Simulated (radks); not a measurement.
Excited configurations of the potassium ion K15+: one electron is placed in a higher orbital outside [He] 2s1. The ground configuration is [He] 2s2. All-electron calculation, scalar-relativistic Kohn-Sham, PBE, spin-polarised, spherical densities, point nucleus; open shells are filled with parallel spins first. Program: a radial shooting solver on a logarithmic mesh with Libxc functionals. Excitation = E - E(ground); binding = E(ion) - E, where the ion is the core of charge +16; n* = 16/sqrt(2 binding) in atomic units. These energies are relativistic, and a one-electron ion of charge +16 with no core already has n* below n in this formula (scalar-relativistic equation, point nucleus: 3s 2.995, 4d 3.999, 5d 4.998, 5f 4.999, 7s 6.994, 7p 6.996, 7f 6.999). The quantum defect is therefore taken as that value minus n*, so that it holds no relativistic shift of the bare ion.

outer orbital  excitation (eV)  binding (eV)     n*  quantum defect  eigenvalue (eV)  <r> (bohr)
3s                      547.34        417.59  2.888           0.107          -405.77      0.7863
4d                      741.48        223.45  3.948           0.050          -216.38       1.282
5d                      821.98        142.96  4.936           0.062          -138.95       2.110
5f                      823.56        141.37  4.964           0.035          -136.72       1.945
7s                      890.51        74.427  6.841           0.153          -72.656       4.416
7p                      891.40        73.541  6.882           0.114          -71.767       4.407
7f                      892.41        72.528  6.930           0.069          -70.579       4.158

The Delta-SCF ionisation energy is 964.94 eV (NIST Atomic Spectra Database: 967.7 eV, semi-empirical). Self-interaction in the functional shifts the binding energies and quantum defects, so they are the method's values and not measured ones.
